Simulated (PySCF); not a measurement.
UHF on Cd³⁺ (cadmium, charge +3)

Configuration: [Kr] 4d9, 2D determinant. All numbers are calculated (PySCF 2.14, scalar relativity by spin-free X2C-1e, in x2c-QZVPPall (13s8p7d4f2g, 118 functions)).

- Total energy: -5589.227663 hartree
- One-electron energy: -7646.0731 hartree
- Hartree (Coulomb) energy: 2209.4328 hartree
- Exchange energy: -152.5873 hartree
- ⟨S²⟩: 0.7521
- ⟨L²⟩: 6.024
- Sum of ⟨r⟩: 25.41 bohr
- Sum of ⟨r²⟩: 25.67 bohr²
- Traceless quadrupole moment −½Σ⟨3z² − r²⟩ along its main axis: -0.426 e·bohr²
- Langevin diamagnetic susceptibility: -20.3 ×10⁻⁶ cm³/mol

```csv
shell,electrons,mean orbital energy (hartree),spread (hartree),"rms radius, mean of both spins (bohr)"
1s β,1,-987.91546,0,0.0348
1s α,1,-987.91539,0,0.0348
2s α,1,-151.05599,0,0.142
2s β,1,-151.04025,0,0.142
2p α,3,-135.48979,0.01633,0.127
2p β,3,-135.47415,0.00215,0.127
3s α,1,-30.63256,0,0.381
3s β,1,-30.62500,0,0.381
3p α,3,-25.38853,0.03024,0.383
3p β,3,-25.37928,0.02066,0.383
3d α,5,-17.17568,0.03595,0.363
3d β,5,-17.15470,0.05733,0.363
4s α,1,-6.07307,0,0.938
4s β,1,-5.99199,0,0.938
4p α,3,-4.44708,0.06842,1.02
4p β,3,-4.34698,0.05408,1.02
4d α,5,-2.00907,0.08295,1.29
4d β,4,-1.96448,0.06172,1.29
```

Densities and radii are taken from the X2C orbitals without a picture-change correction, which distorts them close to the nucleus.

Spin-orbit constants ζ (cm⁻¹) from the X2C one-electron operator on these orbitals: bare nucleus, nucleus screened by l(l+1)(2l+1)/3 electrons, and screened by the Breit-Pauli mean field of the electrons.

| shell | bare | screened nucleus | mean field |
| --- | --- | --- | --- |
| 2p | 1034000 | 990900 | n/a |
| 3p | 187200 | 179400 | n/a |
| 3d | 27800 | 22010 | n/a |
| 4p | 30100 | 28840 | n/a |
| 4d | 3048 | 2413 | n/a |

To first order the Landé constant is A = -2413 cm⁻¹, so the lowest level has J = 5/2 and lies 0.299 eV below the centre of the term.
